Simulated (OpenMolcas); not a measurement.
## Ni2+: ligand-field states by method

Ni2+ with 6 ligands (oxide) in octahedral coordination (Oh) at 2.02 Å. A charge of +1.67 e stands 3.2 Å behind each ligand. Ligand basis ANO-RCC-VDZP.
```
Ni    0.0000    0.0000    0.0000
O     2.0200    0.0000    0.0000
O     0.0000    2.0200    0.0000
O    -2.0200    0.0000    0.0000
O     0.0000   -2.0200    0.0000
O     0.0000    0.0000    2.0200
O     0.0000    0.0000   -2.0200
```

```json
{
  "Program": "OpenMolcas",
  "Basis": "ANO-RCC-VTZP [6s5p3d2f1g]",
  "Scalar Hamiltonian": "DKH2, point nucleus",
  "Active space": "8 electrons in 5 orbitals (3d)",
  "State averaging": "2S+1 = 3 even, 10 roots; 2S+1 = 1 even, 15 roots",
  "Spin-orbit coupling": "RASSI with atomic mean-field integrals over the reference wave functions"
}
```

I. CASSCF
II. SS-CASPT2, IPEA 0.25 Eh, imaginary shift 0.1 Eh (closed shells correlated: 3s 3p and the ligand valence shells)

Spin-free states (labels of O, the rotations of Oh) in cm-1, each column counted from its own energy of the first state listed:

```
State  Degeneracy      I     II
  3A2           1      0      0
  3T2           3   5439   6720
  3T1           3   9511  10620
   1E           2  18066  13000
  1T2           3  22882  19360
  3T1           3  26002  22130
  1A1           1  28104  22100
  1T1           3  30012  26760
   1E           2  33277  31280
  1T2           3  34044  31670
  1A1           1  67923  55780
```

From I to II, I's first state of the same spin (3T2) moves from 5439 to 6720 cm-1, by about +1300 cm-1.

From I to II, I's first state of another spin (1E) moves from 18066 to 13000 cm-1, by about -5100 cm-1.

I: A least-squares ligand-field fit to the states below 45000 cm-1, each weighted by its degeneracy and with a free common offset, gives 10Dq = 5552 cm-1, B = 1274 cm-1 and C = 4684 cm-1 (C/B = 3.68), with an rms deviation of 59 cm-1. 

χT at 300 K: I 1.55, II 1.45 cm3 K/mol.

Roots that are degenerate in the reference are averaged as groups; the widest CASPT2 spread within a group is 140 cm-1 (the 3-fold group of multiplicity 3 near 10600 cm-1 above the lowest state of its run, II). Shifts and gaps below about the spread of the groups concerned are not significant. Over all roots computed the reference weight is 0.59 to 0.61 in II; a low but even weight reflects the number of correlated electrons. The oxide ions are held by bare point charges, a crude embedding. Ligand-to-metal charge-transfer states are missing. With oxide or sulfide held by bare charges the field of late divalent 3d ions can come out several times too small, and g and χT far too large. Without dynamic correlation the repulsion within the d shell is too large (B by tens of per cent), so at a given field states of lower spin stand too high (holds for I). With no ligand orbital active B as a rule stays too high, so bands that hang on it stand too high and its fall with covalency is understated (holds for I). With metal d orbitals alone and no dynamic correlation the field as a rule comes out too small, by tens of per cent, by up to half for chloride and softer ligands, and the orbital part of g and χT, which goes as 1/10Dq, too large (holds for I). A single d shell leaves out the double-shell effect, which counts most for late 3d ions, where the CASPT2 field can be off either way by tens of per cent (holds for II). These CASPT2 states fit no ligand-field parameters well, so their order and spin gaps are uncertain (holds for II). For late 3d ions with one d shell CASPT2 can put B and the spin-flip bands somewhat low as well as high (holds for II). With one d shell and no ligand orbital active, 10Dq can be off by tens of per cent for divalent 3d ions, low with halides held by bare charges and at times high in hosts, and the orbital part of g and χT goes as 1/10Dq (holds for II). Free-ion shares, where given, are those of the reference states; single-state CASPT2 does not remix them (holds for II). The distance lies 2 % under the 2.07 Å that this model takes as the normal distance (a Shannon-type radius plus a fixed donor radius); by an R⁻⁵ law this alone changes a d-shell field by about +13 %. No measured value stands beside these numbers; the geometry was imposed, not optimised, and the real ion may take another.
